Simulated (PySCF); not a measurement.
## Exercise with solution: chemical shift, span and skew from a shielding tensor

Mg(NMe2)(SeH) (C2H7MgNSe), SMILES [SeH][Mg][N](C)C. Atoms are numbered in the order given.

```xyz
12

Mg    -0.2977     0.0022     0.0000
N     -2.2160     0.0032     0.0000
C     -3.0294    -0.0014    -1.1967
C     -3.0294    -0.0014     1.1967
H     -3.6971    -0.9002    -1.2621
H     -3.7063     0.8903    -1.2612
H     -2.4060     0.0023    -2.1180
H     -3.7063     0.8903     1.2612
H     -3.6971    -0.9002     1.2621
H     -2.4060     0.0023     2.1180
Se     2.1444     0.0420     0.0000
H      2.1481    -1.4460     0.0000
```
Charge 0, spin multiplicity 1.

The structure is a stationary point at PBE-D3(BJ)/def2-SVP. The values are those of a single conformer.

GIAO shieldings from PBE/pcSseg-1 in PySCF, non-relativistic, no solvent. The symmetric part of the tensor of C3 has the principal values 100.8, 111.9, 176.0 ppm. The same nucleus in TMS has σ = 182.0 ppm at this level (PySCF, at its B3LYP-D3(BJ)/def2-TZVP geometry).

Q: Work out the isotropic shielding, the ¹³C shift against TMS, the span and the skew.

A: 
σ(iso) = (σ11 + σ22 + σ33)/3 = 129.6 ppm. δ = σ(ref) − σ(iso) = 182.0 − (129.6) = 52.4 ppm.
Span Ω = σ33 − σ11 = 75.2 ppm. Skew κ = 3(σ(iso) − σ22)/Ω = 0.70. Tumbling in solution averages the tensor to δ; in a static solid the shielding alone would spread this spin-1/2 line over Ω.
